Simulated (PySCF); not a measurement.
Species: C₂H₁₀BNO₂Si₂.
Numbering: `[OH:1][B:2]([OH:3])[C@@H:4]1[CH2:5][SiH2:6][NH:7][SiH2:8]1`

Cartesian coordinates in Å at the PBE0-D3(BJ)/def2-SVP level; atoms count from 1:
```xyz
18
C2H10BNO2Si2 angstrom
O      2.272   -1.399   -0.483
B      1.883   -0.100   -0.588
O      2.651    0.728   -1.363
C      0.554    0.369    0.109
C      0.033   -0.542    1.245
Si    -1.820   -0.250    1.471
N     -2.214    0.228   -0.163
Si    -0.833    0.502   -1.185
H      3.068   -1.565   -1.001
H      2.329    1.633   -1.390
H      0.672    1.406    0.476
H      0.179   -1.598    0.960
H      0.608   -0.395    2.173
H     -2.122    0.822    2.479
H     -2.571   -1.471    1.905
H     -3.168    0.305   -0.498
H     -0.698   -0.510   -2.283
H     -0.838    1.847   -1.850
```

Probes without a nucleus sit at each ring's centroid and 1 Å off its mean plane on both sides; NICS is minus the shielding there, NICSzz its component along the normal. Level: GIAO CAM-B3LYP/pcSseg-1 (PySCF, non-relativistic, gas phase) on the PBE0-D3(BJ)/def2-SVP geometry, one conformer.

Ring bond lengths (Å): C4–C5 1.546, C5–Si6 1.890, Si6–N7 1.748, N7–Si8 1.740, Si8–C4 1.902.

Problem. What do the NICS probes read (ppm)?

Solution. 
| ring | type | NICS(0) | NICS(1), two faces | NICS(1)zz, two faces | rms pucker (Å) | centre to ring atoms, mean (Å) |
| --- | --- | --- | --- | --- | --- | --- |
| C4–C5–Si6–N7–Si8 | 5-membered ring with N and 2 Si; formal bonds all single | -5.5 | -3.1 / -2.8 | -1.0 / -1.1 | 0.16 | 1.49 |

Problem. What can be read from them?

Solution. 
- C4–C5–Si6–N7–Si8: mean NICS(1)zz -1.1 ppm, near zero. C4, C5, Si6, Si8 have four or more neighbours, so the value isn't read as a sign of a π ring current.

Problem. What is the mean of the two in-plane components of NICS at the first NICS(1) probe listed for ring C4–C5–Si6–N7–Si8, 1 Å off the ring?

Solution. The isotropic value is a third of the trace: (3 × -3.1 − (-1.0))/2 = -4.2 ppm.

Problem. Give the inner angles of the rings.

Solution. 
- C4–C5–Si6–N7–Si8: C4 107.2°, C5 109.1°, Si6 98.7°, N7 114.4°, Si8 99.7°; sum 529.1° against 540° for a flat convex ring.

Problem. How shielded are the nuclei of the rings and their hydrogens (means over atoms taken as equivalent)?

Solution. 
```csv
atoms,environment,σ isotropic (ppm)
C4,sp3 carbon bound to silicon,174.0
C5,sp3 carbon bound to silicon,174.9
Si6,SiH2 silicon,362.5
N7,nitrogen bridging silicon atoms,256.1
Si8,SiH2 silicon,362.2
H11,methine hydrogen,30.98
H12,methylene hydrogen,29.88
H13,methylene hydrogen,30.33
H14,Si–H hydrogen,26.64
H15,Si–H hydrogen,26.50
H16,N–H hydrogen,31.60
H17,Si–H hydrogen,26.74
H18,Si–H hydrogen,26.60
```

Problem. How do the values depend on the level or the medium?

Solution. 
```json
{"level": "CAM-B3LYP/pcSseg-1, gas", "NICS(0), C4–C5–Si6–N7–Si8": "-5.5", "mean NICS(1)zz, C4–C5–Si6–N7–Si8": "-1.1"}
{"level": "PBE0/pcSseg-1, gas", "NICS(0), C4–C5–Si6–N7–Si8": "-5.9", "mean NICS(1)zz, C4–C5–Si6–N7–Si8": "-1.3"}
{"level": "PBE0/pcSseg-1, IEF-PCM benzene", "NICS(0), C4–C5–Si6–N7–Si8": "-5.9", "mean NICS(1)zz, C4–C5–Si6–N7–Si8": "-1.4"}
{"level": "PBE0/pcSseg-1, IEF-PCM methanol", "NICS(0), C4–C5–Si6–N7–Si8": "-5.9", "mean NICS(1)zz, C4–C5–Si6–N7–Si8": "-1.4"}
```

The geometry is the same throughout; the continuum's cavity takes Bondi-type radii × 1.2.
